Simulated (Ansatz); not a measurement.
Relaxation of F₂H₃NSi (7 atoms, charge 0, multiplicity 1), to a largest force component of 0.03 eV/Å in at most 50 steps.

All numbers below come from RKS r2SCANh/6-31G* in Ansatz.

```xyz
7
Properties=species:S:1:pos:R:3
Si -0.353 -1.623 -0.742
F 0.945 -1.696 -1.692
F -1.412 -0.940 -1.746
H -0.095 0.193 1.285
N 0.243 1.011 0.782
H -0.440 1.751 0.900
H 1.113 1.304 1.213
```

Problem. Where does it end, and by what steps?

Solution. The run converged. The force dipped under the threshold on the way, but the program's further checks kept it going. After 24 steps the energy has fallen by 0.776 eV; H6 moved furthest, 1.17 Å. Joined: Si1–N5.

```tsv
step	energy less start (eV)	largest force component (eV/Å)	accepted
0	0.0000	0.552	yes
1	-0.1086	0.804	yes
2	-0.1662	1.803	yes
3	-0.3940	0.374	yes
4	-0.5393	0.734	yes
5	-0.6899	0.560	yes
6	-0.7393	0.495	yes
7	-0.7578	0.217	yes
8	-0.7592	0.176	yes
9	-0.7603	0.055	yes
10	-0.7614	0.063	yes
11	-0.7619	0.018	yes
12	-0.7627	0.083	yes
13	-0.7635	0.186	yes
14	-0.7653	0.143	yes
15	-0.7705	0.048	yes
16	-0.7719	0.068	yes
17	-0.7711	0.241	no
18	-0.7724	0.082	yes
19	-0.7744	0.011	yes
20	-0.7742	0.171	no
21	-0.7751	0.036	yes
22	-0.7753	0.086	yes
23	-0.7755	0.038	yes
24	-0.7757	0.010	yes
```

```xyz
7
Properties=species:S:1:pos:R:3
Si -0.135 -1.341 -0.467
F 0.930 -0.692 -1.537
F -1.512 -0.631 -1.017
H -0.504 0.538 1.415
N 0.148 0.427 0.642
H -0.023 1.171 -0.033
H 1.097 0.528 0.997
```

Time of the run: 27 s on 2 threads of Intel(R) Xeon(R) Platinum 8559C (Emerald Rapids), on a shared host, peak memory 0.16 GiB.
